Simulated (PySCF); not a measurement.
Constitutional and geometric isomers with formula C2H6Si. Isolated molecules, 0 K electronic values unless said otherwise. Strings in code marks are SMILES.

Quantity: vertical ionisation energy (energy after one electron is removed minus that of the parent at the parent's geometry), in eV.

A: `CC=[SiH2]`
B: `C=[SiH]C`
C: `C=C[SiH3]`
D: `C1C[SiH2]1`

Q: Rank these by vertical ionisation energy (energy after one electron is removed minus that of the parent at the parent's geometry) (lowest first), as PBE0-D3(BJ)/def2-TZVP (PySCF) gives it.

A: A (8.17 eV), B (8.25 eV), D (9.10 eV), C (10.16 eV)
